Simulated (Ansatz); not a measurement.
Mulliken charges of C₂H₆SSi (`CC([SiH3])=S`) from PBE/def2-TZVPP in Ansatz (PBE0-D4/def2-TZVP geometry).

```
atom   x (Å)   y (Å)   z (Å)  charge (e)
  C1  -0.270   1.269  -0.697      -0.214
  C2  -0.666   0.005  -0.017       0.039
 Si3   0.656  -1.176   0.654       0.207
  S4  -2.204  -0.456   0.188      -0.195
  H5   0.382   1.046  -1.549       0.102
  H6  -1.137   1.836  -1.037       0.092
  H7   0.331   1.885  -0.018       0.103
  H8   0.567  -2.454  -0.092      -0.035
  H9   0.406  -1.404   2.097      -0.033
 H10   2.020  -0.602   0.474      -0.065
```

Question: By hand: the dipole of these point charges (1 e Å = 4.8032 D).

Answer: Σ q r = (0.401, 0.215, -0.105) e Å, of length 0.467 e Å = 2.24 D.

Question: How does the dipole of the full density compare? (An estimate is asked.)

Answer: Computed: (0.334, 0.229, -0.114) e Å, 2.02 D; the point charges give 1.11 times that, at 7° from its direction.

Point charges leave out the atoms' own dipoles, such as those of lone pairs, and Mulliken's split depends on the basis, so the close match here is no proof of good charges.
